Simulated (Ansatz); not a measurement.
Start from `[SiH3][O][Al]([SH])[Cl]` and change one atom or group to get `[F][Al]([SH])[Cl]`.

Ansatz, PBE0-D4/def2-TZVP geometries, multiplicity 1. Each molecule was computed in one conformer, which needn't be the lowest.

```tsv
property	`[SiH3][O][Al]([SH])[Cl]`
HOMO–LUMO gap (ωB97M-V/def2-TZVPP) / eV	10.99
HOMO energy (B3LYP/def2-TZVPP) / eV	-7.79
size of the dipole moment (ωB97M-V/def2-TZVPP) / D	1.40
HOMO energy (PBE0/def2-TZVPP) / eV	-8.07
HOMO–LUMO gap (PBE/def2-TZVPP) / eV	5.08
LUMO energy (PBE0/def2-TZVPP) / eV	-0.91
```

Question: What does the change do to each property? (An estimate is asked.)

Answer: Computed: 
| property | `[F][Al]([SH])[Cl]` | shift |
| --- | --- | --- |
| HOMO–LUMO gap (ωB97M-V/def2-TZVPP) / eV | 11.14 | 0.15 |
| HOMO energy (B3LYP/def2-TZVPP) / eV | -8.04 | -0.25 |
| size of the dipole moment (ωB97M-V/def2-TZVPP) / D | 1.34 | -0.06 |
| HOMO energy (PBE0/def2-TZVPP) / eV | -8.31 | -0.24 |
| HOMO–LUMO gap (PBE/def2-TZVPP) / eV | 5.19 | 0.11 |
| LUMO energy (PBE0/def2-TZVPP) / eV | -1.04 | -0.13 |

With PBE0 the HOMO falls by 0.24 eV and the LUMO falls by 0.13 eV, so the gap widens by about 0.11 eV. PBE moves the HOMO by -0.23 eV and ωB97M-V by -0.24 eV. Dipoles are sizes alone; their direction can turn.

B3LYP here is the variant with VWN-RPA as its local correlation; programs differ in this.
